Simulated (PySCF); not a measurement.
W(O)(NH)(NH2)(Me) (CH6N2OW), SMILES [CH3][W](=[NH])([NH2])=[O], multiplicity 1. Heavy atoms are numbered as in [W:1](=[O:2])(=[NH:3])([NH2:5])[CH3:8]. Hydrogens are named by the atom that carries them.

Coordinates come from a B3LYP-D3(BJ)/def2-SVP optimisation. The multiplicity is an assumed one; no other spin state was optimised. The structure was generated by enumeration; whether it is a known compound was not checked. The def2 effective core potentials stand for the cores of W; spin–orbit coupling is left out. The values are those of a single conformer.

The numbers are results of PySCF with PBE/def2-TZVP, not measurements.

ESP charges are fitted to the potential on shells at 1.4 to 2.0 van der Waals radii. Atomic charges (e), one atom of each kind:

```json
[
 {"atom": "W1", "ESP fit": "[?]", "Löwdin": "0.64", "Mulliken": "1.11"},
 {"atom": "O2", "ESP fit": "-0.52", "Löwdin": "-0.28", "Mulliken": "-0.45"},
 {"atom": "N3 (NH)", "ESP fit": "[?]", "Löwdin": "-0.35", "Mulliken": "-0.56"},
 {"atom": "H on N3", "ESP fit": "0.38", "Löwdin": "0.15", "Mulliken": "0.24"},
 {"atom": "N5 (NH2)", "ESP fit": "-1.00", "Löwdin": "-0.34", "Mulliken": "-0.68"},
 {"atom": "H on N5", "ESP fit": "[?]", "Löwdin": "0.16", "Mulliken": "0.25"},
 {"atom": "C8 (CH3)", "ESP fit": "-0.58", "Löwdin": "-0.53", "Mulliken": "-0.63"},
 {"atom": "H on C8", "ESP fit": "[?]", "Löwdin": "0.13", "Mulliken": "0.16"}
]
```

What belongs in the gaps? (Estimate from the structure and the level; the computed values follow.)


- W1, ESP fit: 1.30
- N3 (NH), ESP fit: -0.80
- H on N5, ESP fit: 0.40
- H on C8, ESP fit: 0.14
